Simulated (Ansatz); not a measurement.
`CCC(CC(CC(C)OC(C)=O)OC(C)=O)OC(C)=O`. The state is a singlet with charge 0. Geometry PBE-D4/def2-SVP.

```tsv
atom	x (Å)	y (Å)	z (Å)
C1	1.3303	3.4353	-2.0324
C2	1.0076	3.1054	-0.5759
C3	0.8062	1.6125	-0.3264
C4	0.5005	1.2700	1.1343
C5	0.0832	-0.1907	1.3224
C6	-1.3855	-0.4781	0.9570
C7	-1.5237	-1.2534	-0.3618
C8	-1.2327	-2.7380	-0.2213
O9	-2.8875	-1.1345	-0.8622
C10	-3.1959	0.0243	-1.4920
C11	-4.6044	-0.0218	-2.0381
O12	-2.4295	0.9660	-1.6091
O13	0.3160	-0.5540	2.7114
C14	1.1562	-1.5985	2.9397
C15	1.3509	-1.8101	4.4218
O16	1.6946	-2.2543	2.0646
O17	2.0577	0.9343	-0.6500
C18	2.0428	-0.1167	-1.5079
C19	3.3914	-0.7928	-1.5382
O20	1.0616	-0.4931	-2.1242
H21	0.5206	3.0906	-2.7078
H22	2.2691	2.9384	-2.3507
H23	1.4587	4.5258	-2.1805
H24	0.0733	3.6203	-0.2661
H25	1.8126	3.4769	0.0964
H26	0.0107	1.2301	-1.0002
H27	-0.2923	1.9455	1.5179
H28	1.4166	1.4642	1.7298
H29	0.7558	-0.8378	0.7249
H30	-1.8551	-1.0547	1.7804
H31	-1.9382	0.4779	0.8725
H32	-0.8534	-0.8078	-1.1242
H33	-0.2154	-2.8887	0.1914
H34	-1.2863	-3.2444	-1.2043
H35	-1.9609	-3.2178	0.4644
H36	-5.3040	-0.4314	-1.2848
H37	-4.9153	0.9897	-2.3513
H38	-4.6356	-0.7003	-2.9148
H39	1.6769	-2.8486	4.6073
H40	0.4287	-1.5767	4.9851
H41	2.1460	-1.1248	4.7812
H42	4.2133	-0.0732	-1.3681
H43	3.4150	-1.5376	-0.7141
H44	3.5193	-1.3278	-2.4962
```

B3LYP takes the VWN-RPA correlation. Single mean-field runs in def2-TZVP are fitted with def2-universal-jkfit.

(1) Estimate the orbital energies around the gap (eV) in Ansatz with HF/6-31G, B3LYP-D4/6-31G, PBE0-D4/def2-SVP, PBE0-D4/def2-TZVP, ωB97M-V/def2-TZVP.

## Answers

(1) 
```
orbital  HF/6-31G  B3LYP-D4/6-31G  PBE0-D4/def2-SVP  PBE0-D4/def2-TZVP  ωB97M-V/def2-TZVP
HOMO−13    -13.98           -9.80            -10.14             -10.19             -12.58
HOMO−12    -13.84           -9.66            -10.01             -10.07             -12.47
HOMO−11    -13.49           -9.52             -9.83              -9.86             -12.23
HOMO−10    -13.42           -9.50             -9.79              -9.83             -12.20
 HOMO−9    -13.14           -9.32             -9.59              -9.63             -12.00
 HOMO−8    -13.08           -9.07             -9.35              -9.40             -11.78
 HOMO−7    -12.89           -8.91             -9.24              -9.31             -11.69
 HOMO−6    -12.67           -8.76             -9.02              -9.07             -11.43
 HOMO−5    -12.58           -8.44             -8.83              -8.92             -11.31
 HOMO−4    -12.40           -8.04             -8.40              -8.49             -10.88
 HOMO−3    -12.11           -7.83             -8.19              -8.26             -10.58
 HOMO−2    -11.97           -7.65             -7.99              -8.07             -10.49
 HOMO−1    -11.73           -7.44             -7.76              -7.85             -10.29
   HOMO    -11.64           -7.40             -7.73              -7.83             -10.25
   LUMO      4.30           -0.14              0.18               0.07               2.29
 LUMO+1      4.51            0.02              0.36               0.22               2.40
 LUMO+2      4.58            0.10              0.43               0.31               2.53
 LUMO+3      6.18            2.33              1.82               1.10               2.55
 LUMO+4      6.40            2.50              2.09               1.37               2.73
 LUMO+5      6.52            2.67              2.14               1.44               2.80
```
